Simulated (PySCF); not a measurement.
Orbital picture of CdTe

ωB97X at R = 2.813 Å; PySCF, scalar-relativistic core potentials, basis sets Cd def2-SVP with ECP28, Te def2-SVP with ECP28. State: ³Π (triplet), unpaired electrons σ ↑, π ↑. Only the outer orbitals are listed, counted within each symmetry, core potentials removing the inner ones.

```
spin  orbital  occ.  ε (eV)  on Cd (%)            main shells (%)
   α       8σ     1  -10.88         46           52 Te p, 44 Cd s
   α       5π     1   -9.55          2                    98 Te p
   α       5π     1   -8.54          3                    97 Te p
   α       9σ     1   -7.53         65  49 Cd s, 35 Te p, 15 Cd p
   α       6π     0    0.77         98                    98 Cd p
   α       6π     0    0.87         97                    97 Cd p
   α      10σ     0    2.31        103                    97 Cd p
   β       8σ     1   -9.67         56           54 Cd s, 40 Te p
   β       5π     1   -8.08          4                    96 Te p
   β       5π     0   -2.24         10            90 Te p, 9 Cd p
   β       9σ     0   -1.89         60  42 Cd s, 39 Te p, 18 Cd p
   β       6π     0    0.89         96                    96 Cd p
```

Which are the highest filled and the lowest empty level, where do they sit, and how wide is the gap?

Highest filled α 9σ at -7.53 eV (in %: 49 Cd s, 35 Te p, 15 Cd p); lowest empty β 5π at -2.24 eV (in %: 90 Te p, 9 Cd p); the gap at ωB97X is 5.29 eV.

```
bond order (Mayer)                               : 0.87
⟨S²⟩                                             : 2.013
charge on Cd (Mulliken, basis-dependent)         : 0.19
charge on Cd (Löwdin, basis-dependent)           : 0.04
dipole moment (positive dipole means Cd(−)Te(+)) : -1.80 D
```

Shares are Mulliken populations and can fall outside 0 to 100 %.

Spin–orbit coupling is left out. The state is the lowest determinant that a PBE0 search found; another state may lie lower at other levels.
